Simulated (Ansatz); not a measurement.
Reaction: SeCl2 (SMILES Cl[Se]Cl) → SeCl (SMILES Cl[Se], doublet) + Cl (doublet) (the Cl-Se bond breaks)
Each species at its own B3LYP-D3(BJ)/def2-TZVP minimum (Ansatz, a first-principles code).

Property: bond dissociation energy (electronic), in kcal/mol. Radicals and triplets start from unrestricted determinants; spin-orbit coupling is neglected. Correlated methods leave the cores frozen (noble-gas shells, and filled d and f shells in the p block). No relativity. CBS(X,Y): correlation extrapolated as X^-3, Hartree-Fock from the larger set. A bracket is a step between two methods taken in the basis named. Double hybrids freeze cores in their MP2 part.

CCSD(T)/CBS(def2-TZVPP,def2-QZVPP) + [CCSDT(Q) - CCSD(T)]/def2-TZVPP (Ansatz) gives 62.3 kcal/mol.

Task: How far off this value is PBE/def2-TZVPD (Ansatz), in which direction, and how far these levels: r2SCAN/def2-TZVPD, B3LYP/def2-TZVPD, PBE0/def2-TZVPD, B2PLYP/def2-TZVPD, CCSD(T)/CBS(def2-TZVPP,def2-QZVPP)?

Result: PBE gives 65.9 kcal/mol, 3.6 kcal/mol above it. Differences of the others: r2SCAN/def2-TZVPD (Ansatz) 0.2; B3LYP/def2-TZVPD (Ansatz) -4.7; PBE0/def2-TZVPD (Ansatz) -0.9; B2PLYP/def2-TZVPD (Ansatz) -3.8; CCSD(T)/CBS(def2-TZVPP,def2-QZVPP) (Ansatz) 0.0 kcal/mol.
